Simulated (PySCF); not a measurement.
Structure problem from calculated spectra and properties.

Formula: C2H11NOSSi2.

| Quantity | Value |
| --- | --- |
| NMR, other nuclei | isotropic shieldings of nuclei other than C and H, by class: 252 (1 N), 357 (1 O), 368 (1 Si), 370 (1 Si), 656 (1 S) ppm [GIAO PBE0/pcSseg-1] |
| 13C NMR | chemical shifts (computed TMS as zero) by class: 56.6 (1 C), 13.6 (1 C) ppm [GIAO PBE0/pcSseg-1] |
| Rotational structure | rotational constants A, B, C: 2.821, 0.716, 0.652 GHz [GFN2-xTB] |
| Dipole | 2.91 D [PBE0/pcSseg-1] |
| 1H NMR | chemical shifts (computed TMS as zero) by class: 5.62 (1 H), 5.44 (1 H), 5.25 (1 H), 3.68 (3 H), 2.04 (3 H), 0.31 (2 H) ppm [GIAO PBE0/pcSseg-1] |

Electronic properties: PySCF, gas phase, density fitting. Levels stand in brackets. The structure is a single GFN2-xTB conformer in the gas phase; no vibrational or solvent corrections. NMR classes are plain means over equivalent atoms (diastereotopic ones count apart unless rotation or inversion swaps them), as if these changed places fast.

**Question.** Propose a structure and show how it fits.

**Answer.** Numbering: `[CH3:1][O:2][SiH2:3][Si@H:4]([NH2:5])[S:6][CH3:7]`. Its formula, C2H11NOSSi2, gives 0 degrees of unsaturation, so no ring and no π bond. 2 carbons fall into 2 classes; from least to most shielded: methoxy carbon [C1] (56.6 ppm), S-methyl carbon [C7] (13.6 ppm). Hydrogen classes from least to most shielded: 1 H on an SiH silicon, Si4 (5.62 ppm), 1 H on an oxygen-bound silicon, Si3 (5.44 ppm), 1 H on an oxygen-bound silicon, Si3 (5.25 ppm), 3 H on a methoxy carbon, C1 (3.68 ppm), 3 H on an S-methyl carbon, C7 (2.04 ppm, a mean of values up to 1.0 ppm apart in this geometry), 2 H on a silicon-bound nitrogen, N5 (0.31 ppm). The other shieldings belong to: 252 ppm, silicon-bound nitrogen [N5]; 357 ppm, silyl ether oxygen [O2]; 368 ppm, SiH silicon [Si4]; 370 ppm, oxygen-bound silicon [Si3]; 656 ppm, sulfur bonded to C and Si [S6]. The optimised geometry has point group C1 and is an asymmetric top. Structure: `N[Si@@H]([SiH2]OC)SC`. The assignments are read from this structure; whether some other isomer fits the data as well wasn't checked. The mirror image fits equally.

The values belong to the conformer `[CH3:1][O:2][SiH2:3][Si@H:4]([NH2:5])[S:6][CH3:7]`: C1–O2–Si3–Si4 -179°, O2–Si3–Si4–N5 -81°, Si3–Si4–S6–C7 49°, H–N5–Si4–Si3 -162°, H–N5–Si4–Si3 57°.
